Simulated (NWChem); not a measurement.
Species: CH3BeI; SMILES [CH3][Be][I]

All runs: NWChem. Medium grid unless said otherwise, to which SCAN and Minnesota functionals are sensitive. Structure relaxed at the PBE0/def2-SVP level. def2 effective core potentials on I; no spin-orbit coupling.

Q: Order these by “dipole (D)”, lowest first: B3LYP/def2-TZVP; M06-L/def2-TZVP; RPBE/def2-TZVP; LRC-wPBEh/def2-TZVP; Hartree-Fock/def2-TZVP.

A: M06-L/def2-TZVP (0.75), RPBE/def2-TZVP (0.86), B3LYP/def2-TZVP (0.95), LRC-wPBEh/def2-TZVP (1.04), Hartree-Fock/def2-TZVP (1.22)
